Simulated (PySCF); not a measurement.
**Dy(II) with more and more H2O**

Computed with PySCF 2.14.0, PBE0, def2-SVP on the ligands, density fitting, scalar-relativistic core potentials, no spin-orbit coupling, vacuum. The metal has lcecp-0-SVP with ECP56. Each complex is relaxed within the symmetry of its template. Distances are means of the shortest metal–ligand contacts, charges and spins Mulliken's; removal energies are rigid, with the ligand's formal charge and no counterpoise, so too large; for an anion taken off a cation in vacuum most of it is the attraction of opposite charges, and multiply charged cations can part far more cheaply with an electron moved from ligand to metal. lcecp potentials hold a fixed number of 4f electrons in the core, out of states, spins and gaps.

Order these by the metal–ligand distance, lowest first.
A. [Dy(H2O)4]2+
B. [Dy(H2O)3]2+
C. [Dy(H2O)]2+
D. [Dy(H2O)2]2+

C (2.386), D (2.435), B (2.448), A (2.469).

What else do they give?


| complex | point group | M–H2O (Å) | charge on M (e) | removal of one H2O (eV) | strongest infrared band, degenerate modes summed (cm⁻¹) | unstable modes (below −25 cm⁻¹) |
| --- | --- | --- | --- | --- | --- | --- |
| [Dy(H2O)]2+ | C2v | 2.386 | 1.77 | 2.51 | 578 | 0 |
| [Dy(H2O)2]2+ | D2d | 2.435 | 1.57 | 2.22 | 563 | 0 (lowest -18 cm⁻¹, within noise) |
| [Dy(H2O)3]2+ | D3 | 2.448 | 1.41 | 2.04 | 3827 | 0 (lowest -20 cm⁻¹, within noise) |
| [Dy(H2O)4]2+ | S4 | 2.469 | 1.24 | 1.86 | – | not given |

The more ligands, the longer each bond and the weaker the last ligand is held.

Members with unstable modes aren't minima as they stand: saddle points kept by symmetry or, where the modes are soft, flat surfaces and noise. Moved off a saddle point of the template and relaxed again: [Dy(H2O)3]2+, [Dy(H2O)4]2+. One start shape was tried for each, so a minimum needn't be the lowest isomer. Oxidation states forced by the potential, rare, strongly oxidising or of another configuration in reality: [Dy(H2O)]2+, [Dy(H2O)2]2+, [Dy(H2O)3]2+, [Dy(H2O)4]2+.
